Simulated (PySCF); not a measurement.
SMILES [CH3][Ge]([CH3])([CH3])[SiH2]N (C3H13GeNSi) at its GFN2-xTB optimised geometry (Å):

```
19

Si    -1.8152     0.0443     0.0000
N     -2.3076    -0.9078    -1.3485
Ge     0.5409     0.0443     0.0000
C      1.3211    -1.6348     0.7304
C      1.3287     0.2829    -1.8186
C      1.2595     1.5281     1.1147
H     -2.4073    -0.6278     1.1591
H     -2.3393     1.4245     0.0000
H     -1.8261    -0.7906    -2.2257
H     -3.2909    -1.0468    -1.5162
H      2.4073    -1.5969     0.7166
H      1.0069    -2.4956     0.1468
H      1.0042    -1.7957     1.7573
H      0.9664     1.1935    -2.2891
H      2.4120     0.3468    -1.7597
H      1.0801    -0.5526    -2.4679
H      0.9175     1.4437     2.1427
H      0.9400     2.4956     0.7369
H      2.3462     1.5148     1.1225
```

Computed with CAM-B3LYP/def2-SVP (PySCF 2.14.0). Cells within 0.4 Å of a nucleus heavier than hydrogen are left out (blank, or x).

Map of the electrostatic potential (hartree/e), clipped to [-0.08, 0.12] on the plane z = 0.6 Å:

```
|1111111111111111111111111111111|
|1111000001111111111111111111111|
|1100000000111111111111111111111|
|1000000000011111222211111111111|
|0000000000001112356531111111111|
|0000000000001112599962111111111|
|0000000000001113999993111111111|
|0000000000011113999995222111111|
|0000001221111112699999654221111|
|0000013653222223699999998421111|
|0000026996443334899999999522111|
|1000126999986568999999998422111|
|1111248999999899999999654321111|
|1112379999999999999997422211111|
|1112499999999999999998421111111|
|1112599999999999999999421111111|
|1112499999999999999998421111111|
|1112379999999999999997432211111|
|1111259999999799999999876422111|
|1111124688875457999999999832111|
|1110011223333234999xx9999942111|
|1110000001111123899xx9999942111|
|1100000000001112699999999632111|
|1100000000000011499999643221111|
|1100000000000011399994211111111|
|1100000000000001258741100111111|
|1100000000000001123211000011111|
|1100000000000001111110000011111|
|1100000000000001111110000111111|
|1110000000000001111110001111111|
|1110000000000001111111111111111|
```
Scale: ten equal steps from -0.018 (start of '0') to 0.120 (end of '9'), in the order '0123456789'; x runs from -4.50 to 4.50, y from -4.50 (bottom) to 4.50 (top).
